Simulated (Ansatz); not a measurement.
`C[Te][GeH3]` and `[GeH3][TeH]` differ in one atom or group.

Ansatz, PBE0-D4/def2-TZVP geometries, multiplicity 1. 

Elements past krypton have def2 core potentials. Scalar relativity is left out up to krypton.

```
                                          property  `C[Te][GeH3]`
size of the dipole moment (ωB97M-V/def2-TZVPP) / D           1.08
              HOMO–LUMO gap (PBE0/def2-TZVPP) / eV           5.28
           HOMO–LUMO gap (ωB97M-V/def2-TZVPP) / eV           9.09
               HOMO energy (B3LYP/def2-TZVPP) / eV          -5.85
  size of the dipole moment (B3LYP/def2-TZVPP) / D           1.07
               LUMO energy (B3LYP/def2-TZVPP) / eV          -1.02
```

**Question.** What does the change do to each property? (Estimate.)

**Answer.** Ansatz gave: 
| property | `[GeH3][TeH]` | shift |
| --- | --- | --- |
| size of the dipole moment (ωB97M-V/def2-TZVPP) / D | 0.77 | -0.31 |
| HOMO–LUMO gap (PBE0/def2-TZVPP) / eV | 5.56 | 0.28 |
| HOMO–LUMO gap (ωB97M-V/def2-TZVPP) / eV | 9.40 | 0.31 |
| HOMO energy (B3LYP/def2-TZVPP) / eV | -6.24 | -0.39 |
| size of the dipole moment (B3LYP/def2-TZVPP) / D | 0.67 | -0.40 |
| LUMO energy (B3LYP/def2-TZVPP) / eV | -1.15 | -0.13 |

With PBE0 the HOMO falls by 0.40 eV and the LUMO falls by 0.11 eV, so the gap widens by about 0.29 eV. PBE moves the HOMO by -0.39 eV and ωB97M-V by -0.40 eV. The zero-point energy changes by -79.4 kJ/mol with -9 modes. Dipoles are sizes alone; their direction can turn.

B3LYP here is the variant with VWN-RPA as its local correlation; programs differ in this.

Spin–orbit coupling is left out; it splits and shifts lone-pair levels of the heavy atoms by tenths of an eV.
